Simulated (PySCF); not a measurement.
**PBE on Hg⁺ (mercury, charge +1)**

Configuration: [Xe] 4f14 5d9 6s2, 2D determinant (an excited configuration). Computed with PySCF 2.14 in x2c-TZVPPall (11s7p7d3f1g, 97 functions), with the spin-free X2C one-electron Hamiltonian (Gaussian nucleus).

| Quantity | Value |
| --- | --- |
| Total energy | -19625.23 hartree |
| One-electron energy | -26846.97 hartree |
| Hartree (Coulomb) energy | 7599.42 hartree |
| Exchange-correlation energy | -377.68 hartree |
| ⟨S²⟩ | 0.7505 |
| ⟨L²⟩ | 6.007 |
| Sum of ⟨r⟩ | 44.18 bohr |
| Sum of ⟨r²⟩ | 53.58 bohr² |
| Traceless quadrupole moment −½Σ⟨3z² − r²⟩ along its main axis | -0.559 e·bohr² |
| Langevin diamagnetic susceptibility | -42.4 ×10⁻⁶ cm³/mol |
| Time after the integrals | 4.6 s of wall time on 1 thread of Neoverse-V2 (shared host) |

```
shell  electrons  mean orbital energy (eV)  spread (eV)  rms radius, mean of both spins (bohr)
 1s α          1                  -82865.7            0                                 0.0187
 1s β          1                  -82865.7            0                                 0.0187
 2s α          1                  -14697.6            0                                 0.0756
 2s β          1                  -14697.5            0                                 0.0756
 2p α          3                  -12737.7        0.181                                 0.0694
 2p β          3                  -12737.6        0.111                                 0.0694
 3s α          1                   -3499.9            0                                  0.193
 3s β          1                   -3499.9            0                                  0.193
 3p α          3                   -2930.5        0.326                                  0.195
 3p β          3                   -2930.5        0.287                                  0.195
 3d α          5                   -2303.5        0.362                                  0.178
 3d β          5                   -2303.5        0.246                                  0.178
 4s α          1                   -779.96            0                                  0.424
 4s β          1                   -779.87            0                                  0.424
 4p α          3                   -592.03        0.649                                  0.452
 4p β          3                   -591.96        0.570                                  0.452
 4d α          5                   -361.58        0.800                                  0.482
 4d β          5                   -361.49        0.630                                  0.482
 5s α          1                   -131.01            0                                  0.955
 5s β          1                   -130.44            0                                  0.955
 4f α          7                   -109.54        0.744                                  0.530
 4f β          7                   -109.41        0.611                                  0.530
 5p α          3                   -80.083        1.381                                   1.10
 5p β          3                   -79.395        0.682                                   1.10
 5d α          5                   -22.169        1.596                                   1.55
 5d β          4                   -21.456        0.846                                   1.55
 6s α          1                   -16.097            0                                   2.67
 6s β          1                   -15.798            0                                   2.67
```

Spin-orbit coupling, absent here, splits the open shell strongly.

Densities and radii are taken from the X2C orbitals without a picture-change correction, which distorts them close to the nucleus.
